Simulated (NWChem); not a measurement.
Everything below was run with NWChem. System: O2Se, charge -1, spin multiplicity 2, at the geometry of a parent with another charge or spin, in a state set for the comparison that need not be this species' ground state. Its SCF solution wasn't tested for a lower state. Level: UB2PLYP/def2-TZVPD, 11 core orbitals frozen.

Job file:

```
start mol
memory heap 200 mb stack 900 mb global 1100 mb
charge -1
geometry units angstroms nocenter noautoz
  O      1.352331     0.000000     0.585188
  Se     0.000000     0.000000    -0.275383
  O     -1.352331     0.000000     0.585188
  symmetry group C2v
end
basis spherical
  * library def2-tzvpd
end
dft
  xc hfexch 0.53 becke88 0.47 lyp 0.73 mp2 0.27
  dftmp2
  odft
  mult 2
  semidirect memsize 60000000 filesize 0
  iterations 100
end
mp2
  freeze core 11
end
task dft energy
```

Output (cleaned and shortened):

```
             Northwest Computational Chemistry Package (NWChem) 7.3.0
             --------------------------------------------------------

                                NWChem Input Module
                                -------------------

 Scaling coordinates for geometry "geometry" by  1.889725989
 (inverse scale =  0.529177249)

 Turning off AUTOSYM since
 SYMMETRY directive was detected!

                             Geometry "geometry" -> ""
                             -------------------------

 Output coordinates in angstroms (scale by  1.889725989 to convert to a.u.)

  No.       Tag          Charge          X              Y              Z
 ---- ---------------- ---------- -------------- -------------- --------------
    1 O                    8.0000     1.35233100     0.00000000     0.58518800
    2 Se                  34.0000     0.00000000     0.00000000    -0.27538300
    3 O                    8.0000    -1.35233100     0.00000000     0.58518800

 Effective nuclear repulsion energy (a.u.)     192.1133326348

            Nuclear Dipole moment (a.u.)
            ----------------------------
        X                 Y               Z
 ---------------- ---------------- ----------------
     0.0000000000     0.0000000000    -0.0000264562

      Symmetry information
      --------------------

 Group name             C2v
 Group number             16
 Group order               4
 No. of unique centers     2

      Symmetry unique atoms

     1    2


 Summary of "ao basis" -> "" (spherical)
 ------------------------------------------------------------------------------
       Tag                 Description            Shells   Functions and Types
 ---------------- ------------------------------  ------  ---------------------
 *                         def2-tzvpd                 on all atoms

  dft_input: which_mp2 not specified, using semidirect MP2 by default.

                                 NWChem DFT Module
                                 -----------------

 Summary of "ao basis" -> "ao basis" (spherical)
 ------------------------------------------------------------------------------
       Tag                 Description            Shells   Functions and Types
 ---------------- ------------------------------  ------  ---------------------
 O                         def2-tzvpd               14       40   6s4p3d1f
 Se                        def2-tzvpd               19       57   7s6p5d1f

 Summary of "ao basis" -> "ao basis" (spherical)
 ------------------------------------------------------------------------------
       Tag                 Description            Shells   Functions and Types
 ---------------- ------------------------------  ------  ---------------------
 O                         def2-tzvpd               14       40   6s4p3d1f
 Se                        def2-tzvpd               19       57   7s6p5d1f

      Symmetry analysis of basis
      --------------------------

        a1         52
        a2         19
        b1         40
        b2         26

            General Information
            -------------------
          SCF calculation type: DFT
          Wavefunction type:  spin polarized.
          No. of atoms     :     3
          No. of electrons :    51
           Alpha electrons :    26
            Beta electrons :    25
          Charge           :    -1
          Spin multiplicity:     2
          Use of symmetry is: on ; symmetry adaption is: on
          Maximum number of iterations: 100
[...]
          60.200106494952           0.000000000000           0.000000000000
           0.000000000000         269.117921589723           0.000000000000
           0.000000000000           0.000000000000         208.917815094772

     Multipole analysis of the density
     ---------------------------------

     L   x y z        total         alpha         beta         nuclear
     -   - - -        -----         -----         ----         -------
     0   0 0 0     -1.000000    -26.000000    -25.000000     50.000000

     1   1 0 0      0.000000     -0.000000      0.000000      0.000000
     1   0 1 0     -0.000000     -0.000000     -0.000000      0.000000
     1   0 0 1     -1.054887     -0.430865     -0.623996     -0.000026

     2   2 0 0    -32.345178    -70.129949    -66.707378    104.492149
     2   1 1 0      0.000000      0.000000      0.000000      0.000000
     2   1 0 1     -0.000000     -0.000000     -0.000000      0.000000
     2   0 2 0    -23.936323    -13.536118    -10.400205      0.000000
     2   0 1 1      0.000000      0.000000      0.000000      0.000000
     2   0 0 2    -26.011439    -28.411121    -26.374301     28.773983

                   NWChem MP2 Semi-direct Energy/Gradient Module
                   ---------------------------------------------

  Basis functions       =    137
  Molecular orbitals    =    137
  Frozen core           =     11
  Frozen virtuals       =      0
  Active alpha occupied =     15
  Active beta occupied  =     14
  Active alpha virtual  =    111
  Active beta virtual   =    112
  Use MO symmetry       = T
  Use skeleton AO sym   = T

  AO/Fock/Back tols     =   1.0D-09  1.0D-09  1.0D-09

 GA uses MA = F    GA memory limited = T

 Available:
  local mem=  4.43D+07
 global mem=  1.44D+08
 local disk=  0.00D+00
  mp2_memr nvloc                   111
  nvloc new                   111
   1 passes of  15:        5242880                     121505                  52894565.
   1 passes of  15: M     44318935           G      144141662           F      39076055.
  mp2_memr nvloc                   111
  nvloc new                   111
   2 passes of   8:        5242880                      82671                  28225437.
   2 passes of   8: M     44318935           G      144141662           F      39076055.

 Semi-direct pass number   1 of   2  for UHF alpha       at        5.1s
  vrange nnbf                  9338
  mp2_eaftype                   107  avail_ma_in_mb                   386
 EAF : mp2_eaftype filesize         107   14112718.
  mp2_eaf for mointskh                    107
Node 0 wrote     66.3 Mb in      0.1 s     Agg I/O rate:   718.7 Mb/s
 Done moints_semi at       11.8s
  mp2_eaftype                   107  avail_ma_in_mb                   386
 EAF : mp2_eaftype filesize         107   14112718.
  mp2_eaf for kh                   107
 Done maket at       12.0s
 Semi-direct pass number   2 of   2  for UHF alpha       at       12.0s
  vrange nnbf                  9338
  mp2_eaftype                   107  avail_ma_in_mb                   386
 EAF : mp2_eaftype filesize         107   14112718.
  mp2_eaf for mointskh                    107
Node 0 wrote     58.0 Mb in      0.1 s     Agg I/O rate:   713.3 Mb/s
 Done moints_semi at       18.6s
  mp2_eaftype                   107  avail_ma_in_mb                   386
 EAF : mp2_eaftype filesize         107   14112718.
  mp2_eaf for kh                   107
 Done maket at       18.8s
 Done multipass loop at       18.8s

 GA uses MA = F    GA memory limited = T

 Available:
  local mem=  4.43D+07
 global mem=  1.44D+08
 local disk=  0.00D+00
  mp2_memr nvloc                   112
  nvloc new                   112
   1 passes of  14:        5242880                     116657                  49814893.
   1 passes of  14: M     44318935           G      144141662           F      39076055.
  mp2_memr nvloc                   112
  nvloc new                   112
   2 passes of   7:        5242880                      77473                  24923520.
   2 passes of   7: M     44318935           G      144141662           F      39076055.

 Semi-direct pass number   1 of   2  for UHF beta        at       18.8s
  vrange nnbf                  9338
  mp2_eaftype                    95  avail_ma_in_mb                   386
 EAF : mp2_eaftype filesize          95   12461760.
  mp2_eaf for mointskh                     95
Node 0 wrote     58.6 Mb in      0.1 s     Agg I/O rate:   849.1 Mb/s
 Done moints_semi at       25.4s
  mp2_eaftype                    95  avail_ma_in_mb                   386
 EAF : mp2_eaftype filesize          95   12461760.
  mp2_eaf for kh                    95
 Done maket at       25.6s
 Semi-direct pass number   2 of   2  for UHF beta        at       25.6s
  vrange nnbf                  9338
  mp2_eaftype                    95  avail_ma_in_mb                   386
 EAF : mp2_eaftype filesize          95   12461760.
  mp2_eaf for mointskh                     95
Node 0 wrote     58.6 Mb in      0.0 s     Agg I/O rate:  1609.8 Mb/s
 Done moints_semi at       32.1s
  mp2_eaftype                    95  avail_ma_in_mb                   386
 EAF : mp2_eaftype filesize          95   12461760.
  mp2_eaf for kh                    95
 Done maket at       32.3s
 Done multipass loop at       32.3s

          -------------------------------------------
          DFT energy                   -2551.351676251996
          Unscaled MP2 energy             -0.941484421627
          Total DFT+MP2 energy         -2551.605877045835
          -------------------------------------------

 -----------------------
 Performance information
 -----------------------

 Timer overhead =  9.61D-08 seconds/call

               Nr. of calls         CPU time (s)                 Wall time (s)                GFlops
             ---------------    -------------------     ------------------------------   -------------------
Name         Min   Avg   Max    Min     Avg     Max     Min     Avg     Max   Mx/calls   Min     Max     Sum
mp2: moin     4     4     4    26.     26.     26.      26.     26.     26.     6.6      0.0     0.0     0.0
mp2: make     4     4     4   0.62    0.62    0.62     0.62    0.62    0.62    0.15      0.0     0.0     0.0
mp2: tota     1     1     1    27.     27.     27.      27.     27.     27.     27.      0.0     0.0     0.0

 The average no. of pstat calls per process was 9.00D+00
 with a timing overhead of 8.65D-07s

 Task  times  cpu:       32.3s     wall:       32.3s

 Total times  cpu:       32.3s     wall:       32.3s
```
